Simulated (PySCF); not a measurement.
**Calculated NMR parameters of NC[C@H]1[C@@H]2CC[C@H]1C2**

```yaml
Formula: C7H13N
SMILES: NC[C@H]1[C@@H]2CC[C@H]1C2
InChI: InChI=1S/C7H13N/c8-4-7-5-1-2-6(7)3-5/h5-7H,1-4,8H2/t5-,6+,7+
Point_group_of_the_computed_structure: C1
Degrees_of_unsaturation: 2
Carbon_signals: 5
Proton_signals: 8
```

Bonds (- single, = double, # triple, : aromatic): N1-C2, C2-C3, C3-C4, C4-C5, C5-C6, C6-C7, C7-C8, C7-C3, C8-C4. N1 carries H9, H10; C2 carries H11, H12; C3 carries H13; C4 carries H14; C5 carries H15, H16; C6 carries H17, H18; C7 carries H19; C8 carries H20, H21. Stereochemistry as in NC[C@H]1[C@@H]2CC[C@H]1C2. H16, H17, H21 are cis to C2 on the ring; H15, H18, H20 are trans to C2 on the ring.

Non-relativistic Hamiltonian, a single conformation, isolated molecule, averaged over atoms made equivalent by symmetry, fast rotation or ring inversion. Shieldings: GIAO PBE0/pcSseg-1; structure optimised with GFN2-xTB; PySCF.

δ = σ(ref) − σ, references computed at the same level: 1H (σ = 31.72 ppm) and 13C (σ = 186.93 ppm) vs TMS; 15N (σ = 267.73 ppm) against NH3.

| carbon | δC, type | δH (multiplicity) | HMBC from (2–3 bonds) | span of the C tensor (ppm) |
| --- | --- | --- | --- | --- |
| C2 | 46.4, CH2 | 2.95 (d) | H14/H19, H13 | 45 |
| C3 | 61.4, CH | 0.95 (m) | H11/H12, H14/H19, H21, H16/H17, H15/H18, H20 | 37 |
| C4/C7 | 41.7, CH | 2.12 (m) | H11/H12, H14/H19, H21, H16/H17, H15/H18, H13, H20 | 31 |
| C5/C6 | 30.9, CH2 | H15 1.67 (m); H16 1.71 (m) | H14/H19, H21, H16/H17, H15/H18, H13, H20 | 28 |
| C8 | 36.8, CH2 | H20 0.86 (m); H21 1.95 (m) | H14/H19, H16/H17, H15/H18, H13 | 27 |

Other nuclei:
```json
{"atoms": "H9/H10", "nucleus": "1H", "environment": "hydrogen on an amine nitrogen", "δ (ppm)": "0.48", "σ (ppm)": "31.23"}
{"atoms": "N1", "nucleus": "15N", "environment": "amine nitrogen", "δ (ppm)": "39.1", "σ (ppm)": "228.6"}
```

Carbon types of the structure: 3 × CH, 4 × CH2, leaving 2 H on heteroatoms. δC 61.4, 41.7: sp3 CH in a ring. δC 46.4: sp3 CH2 bonded to N; deshielded by the electronegative neighbour. δC 36.8, 30.9: sp3 CH2 in a ring; a saturated carbon with 2 carbon neighbours and no heteroatom attached. δH 1.95, 1.71, 1.67, 0.86: hydrogen on an sp3 CH2 in a ring; far from electronegative atoms and π systems. δH 0.48: hydrogen on an amine nitrogen; exchangeable; this is the value without hydrogen bonding to other molecules.

The OH or NH signal is concentration- and solvent-dependent in practice; the value given is the gas-phase one. Shifts are as computed. Against solution values, carbons near 30 ppm lie about +3 ppm off and those near 130 ppm about +5 ppm. Of 1211 compounds with measured shifts, 218 miss one by over three times the rms of a fit or turn the order of signals round; such compounds aren't used in these exercises. Experimental scales use liquid or dissolved standards, which lie at an offset from isolated NH3 (liquid NH3: subtract about 20 ppm). No couplings were computed; multiplicities are counted from neighbouring protons, with m where these are inequivalent, close in shift, in a saturated or five-membered ring or joined by F or P, and br s for small geminal =CH2 splittings.
